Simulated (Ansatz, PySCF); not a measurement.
Molecule: H4B2O, net charge 0, singlet state. SMILES: BOB
Geometry from a B3LYP-D3(BJ)/def2-TZVP (Ansatz, a quantum-chemistry and plane-wave program) optimisation:
```xyz
7

O      0.0000     0.0000     0.0000
B     -1.1648    -0.6508     0.0037
H     -1.6766    -0.9097    -1.0426
H     -1.6484    -0.9481     1.0533
B      1.1648     0.6508    -0.0037
H      1.1514     1.8438     0.0183
H      2.1736     0.0140    -0.0289
```

Property: enthalpy of formation at 298 K, in kcal/mol. Conventions: non-relativistic; valence correlation only; dispersion terms only where a functional's name holds one; open shells spin-unrestricted; no spin-orbit coupling; 6-31G* and kin with 6d, 5d where marked; 6-311+G** with 5d. CBS marks a two-point X^-3 extrapolation of the correlation energy; Hartree-Fock from the larger set. [CCSD(T)-MP2]/basis is that difference in the basis named. Ab initio and DFT rows: single points at B3LYP-D3(BJ) geometries (Ansatz), with unscaled harmonic terms from B3LYP/6-31G* (Ansatz) at its own minima, enthalpies of formation by atomisation with measured atoms.

Coupled cluster (Ansatz) is a level with limits of its own, used here on species with T1 under 0.025 (0.045 for open shells) and stable references: RI-MP2/CBS(aug-cc-pVTZ,aug-cc-pVQZ)+[CCSD(T)-MP2]/aug-cc-pVTZ.

Value to compare with, RI-MP2/CBS(aug-cc-pVTZ,aug-cc-pVQZ)+[CCSD(T)-MP2]/aug-cc-pVTZ (Ansatz): -64.0 kcal/mol.

| level | program | enthalpy of formation at 298 K (kcal/mol) | difference |
|---|---|---|---|
| PBE/3-21G | Ansatz | -77.5 | -13.5 |
| PBE/def2-SVP | Ansatz | -80.7 | -16.7 |
| B3LYP/3-21G | Ansatz | -67.7 | -3.7 |
| B3LYP/6-311+G** | Ansatz | -64.1 | -0.1 |
| MP2/STO-3G | Ansatz | -131.2 | -67.2 |
| B3PW91/6-31G* (5d) | PySCF | -71.5 | -7.5 |
| r2SCAN-D4/def2-TZVPD | Ansatz + dftd4 | -71.2 | -7.2 |

Among the 6 habitual levels, MP2/STO-3G lies farthest from RI-MP2/CBS(aug-cc-pVTZ,aug-cc-pVQZ)+[CCSD(T)-MP2]/aug-cc-pVTZ (Ansatz) (-67.2 kcal/mol) and B3LYP/6-311+G** nearest (-0.1); 0 of 6 lie above it, and their mean absolute difference is 18.1 kcal/mol, the median 10.5. One case shows no general order.

The levels are drawn from those run, B3LYP/6-31G* more often than the rest, none by its result; left out are runs that failed, that the program found above a lower state of the same kind, or whose <S^2> lies over 0.5 above the pure value.
